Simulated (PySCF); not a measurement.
# Property card for `FP(F)[PH][GeH3]` (GeH3PHPF2)

GeH3PHPF2, F2GeH4P2.
Z-matrix (Å and degrees, PBE0-D3(BJ)/def2-SVP geometry), rows numbered from 1:
```
F 
P   1  1.6131
F   2  1.6224  1   97.62
P   2  2.2356  1   98.23  3   -98.02
Ge  4  2.3349  2   93.79  1   151.82
H   4  1.4312  2   91.52  1  -114.29
H   5  1.5370  4  106.46  2   151.11
H   5  1.5327  4  107.52  2   -90.31
H   5  1.5399  4  112.10  2    31.00
```

**PBE0-D3(BJ)/def2-SVP geometry optimisation, gas phase (PySCF)**

| Quantity | Value |
| --- | --- |
| Point group | C1 |
| Rotational constants A, B, C | 4.184, 0.983, 0.851 GHz |

B3LYP/def2-SVPD ground state and vertical TDDFT (core frozen in the response) (PySCF):

| Quantity | Value |
| --- | --- |
| Dipole moment | 2.18 D |
| HOMO energy | -7.14 eV |
| LUMO energy | -1.33 eV |
| HOMO–LUMO gap | 5.81 eV |
| Lowest singlet excitation | 4.75 eV (261 nm, f = 0.013) |
| Strongest line among the 6 lowest singlet transitions | S2 at 5.51 eV (225 nm, f = 0.129) |
| Static isotropic polarisability | 88.4 au |
| Electronic spatial extent ⟨r²⟩ about the centre of nuclear charge | 1188 bohr² |

Monoisotopic mass (most abundant isotopes): 177.8968 u.

With B = h/(8π²I), that is 505.379 GHz u Å² over I, the principal moments of inertia are 120.8, 513.9 and 593.7 u Å² (most abundant isotopes). The largest Löwdin shares of the LUMO are 0.35 on P2, 0.16 on Ge5, 0.14 on P4 and 0.10 on F1. The largest Löwdin shares of the HOMO are 0.41 on P4, 0.36 on P2, 0.08 on F3 and 0.07 on F1. The rotational constants make it an asymmetric top with κ = (2B − A − C)/(A − C) = -0.92, nearer the prolate limit (−1). The 6 singlets span 4.75 to 6.24 eV, and their oscillator strengths add up to 0.35. S1 lies 1.06 eV below the HOMO–LUMO gap; its leading configuration is HOMO→LUMO, weight 0.98. The polarisability is 13.10 Å³ as a volume (1 au = 0.148185 Å³), or 1.05 au for each of the 84 electrons.

 Relativistic effects, spin–orbit coupling among them, are left out although an element past zinc is present.

For the geometry optimisation (PBE0-D3(BJ)/def2-SVP), time: 52 s; peak memory 0.49 GiB. Hardware: one thread, Arm Neoverse V2 (aarch64) (shared host).

One conformer stands for the species.
